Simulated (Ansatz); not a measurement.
The pair A = C2H6 (SMILES CC) (first 8 atoms), B = H2Se (SMILES [SeH2]); geometry from B3LYP-D3(BJ)/def2-TZVP.
(charge 0, multiplicity 1):
```xyz
11

C      0.483    -0.452     0.019
C     -0.474     0.713    -0.215
H      1.343    -0.144     0.618
H      0.865    -0.849    -0.923
H     -0.013    -1.272     0.543
H     -0.855     1.109     0.728
H     -1.333     0.405    -0.815
H      0.020     1.532    -0.741
Se    -0.012    -0.159     3.637
H      0.073    -0.337     5.095
H      0.977    -1.223     3.413
```

Frozen-core correlation. Filled d and f shells under p-block atoms count as core. MP2 and its Hartree–Fock in aug-cc-pVTZ are density fitted.

The values were computed with Ansatz (an electronic-structure program) with Gaussian orbitals. Each number belongs to the level named beside it.

The counterpoise-corrected interaction energy is E(AB) − E(A in the pair's basis) − E(B in the pair's basis). Total energies (hartree):

| level | AB | A in the pair's basis | B in the pair's basis |
|---|---|---|---|
| HF/aug-cc-pVDZ | -2480.2109433 | -79.2373673 | -2400.9749755 |
| MP2/aug-cc-pVDZ | -2480.6648826 | -79.5511581 | -2401.1120528 |
| HF/aug-cc-pVTZ | -2480.3077965 | -79.2602425 | -2401.0489771 |
| MP2/aug-cc-pVTZ | -2480.8592910 | -79.6353566 | -2401.2218648 |
| CCSD(T)/aug-cc-pVDZ | -2480.7376301 | -79.5975544 | -2401.1386335 |

Q: Work out the counterpoise-corrected interaction energy at the basis-set limit: extrapolate the MP2 correlation part as X⁻³, take Hartree–Fock from the larger set, and add the CCSD(T) − MP2 difference of aug-cc-pVDZ.

A: 
1. Differences (1 hartree = 627.509 kcal/mol): HF/aug-cc-pVDZ 0.878; MP2/aug-cc-pVDZ -1.049; HF/aug-cc-pVTZ 0.893; MP2/aug-cc-pVTZ -1.299; CCSD(T)/aug-cc-pVDZ -0.905.
2. Correlation parts, MP2 less HF: -1.927 in aug-cc-pVDZ (X = 2), -2.192 in aug-cc-pVTZ (X = 3).
3. Limit (3³·(-2.192) − 2³·(-1.927))/(3³ − 2³) = -2.303; with HF/aug-cc-pVTZ it gives -1.410.
4. CCSD(T) less MP2 in aug-cc-pVDZ: 0.144.
Result: -1.27 kcal/mol, against -1.05 at MP2/aug-cc-pVDZ. It is an estimate of this method's limit, not of the exact value.
